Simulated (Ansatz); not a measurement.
Consider the ligand exchange at a Ga–Br bond: `[F][GaH][Br]` + H₂Se → `[F][GaH][SeH]` + HBr.

Gas-phase electronic energies from Ansatz, PBE0-D4/def2-TZVP geometries. CCSD(T)/CBS adds triple-zeta CCSD(T) − MP2 to the extrapolated MP2 energy (def2 sets, frozen cores). DFT in def2-TZVPP. B3LYP here is the variant with VWN-RPA as its local correlation; programs differ in this. For Br, Ga, Se outer-core shells are correlated without core-valence functions, which leaves a few kJ/mol of doubt a bond. Scalar relativity is left out up to krypton. Each species was taken in one conformer, which may not be the lowest.

(1) Is it downhill or uphill in electronic energy at CCSD(T)/CBS, and by how much? (Estimate.)

(2) What do these levels give: B3LYP-D4, r2SCAN0-D4, BHLYP, HF/def2-TZVPP, CCSD/def2-TZVPP, SCS-MP2/def2-QZVPP? (Best estimate.)

Largest T1 diagnostic among the species: 0.012.

Results:

(1) Ansatz gave: Uphill: ΔE = +0.21 eV.

(2) The calculation gave: B3LYP-D4 0.22, r2SCAN0-D4 0.24, BHLYP 0.28, HF/def2-TZVPP 0.36, CCSD/def2-TZVPP 0.24, SCS-MP2/def2-QZVPP 0.24 eV.

In def2-TZVPP, CCSD(T) changes the Hartree–Fock value by −0.13 eV (the triples alone add −0.02 eV) and MP2 by −0.14 eV. Leaving LDA and LC-ωPBE aside and taking each functional with its dispersion term where it has one, the values, not all of them listed here, spread over 0.08 eV, from PBE-D4 to BHLYP-D4. At CCSD(T), def2-SVP lies +0.05 eV from the extrapolated value and def2-TZVPP +0.02 eV.
